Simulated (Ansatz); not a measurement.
Reactions of C$_{7}$H$_{5}$N, SMILES `N#Cc1ccccc1`.

Calculated with Ansatz (gas phase, PBE0-D4/def2-TZVP geometries, no zero-point term in ΔE). CCSD(T)/CBS adds triple-zeta CCSD(T) − MP2 to the extrapolated MP2 energy (def2 sets, frozen cores). This one scheme is used for every species, atoms too. No spin–orbit coupling; open shells (•) take unrestricted orbitals. Spin–orbit coupling would lower the free atoms: a little for C. Bonds to Ge are less sure, by a few kJ/mol each and by 10 to 20 or more in all where they break to atoms, as the def2 sets lack core-valence functions. Scalar relativity is left out up to krypton. Each species was taken in one conformer, which may not be the lowest.

Order these by ΔE at CCSD(T)/CBS, lowest first. (Best estimate.)
A. `N#Cc1ccccc1` + `CO[SiH](F)OC` → `CO[Si](F)(C#N)OC` + benzene
B. `N#Cc1ccccc1` → 7 C• + 5 H• + N•
C. `N#Cc1ccccc1` + `N#[C][GeH]([F])[F]` → `N#[C][Ge]([F])([F])[C]#N` + benzene
D. `N#Cc1ccccc1` + H₂S → `Sc1ccccc1` + `C#N`

A (-44.7 kJ/mol), C (+9.8 kJ/mol), D (+41.4 kJ/mol), B (+6528.3 kJ/mol).

Largest T1 diagnostic: 0.014, for `C#N`.
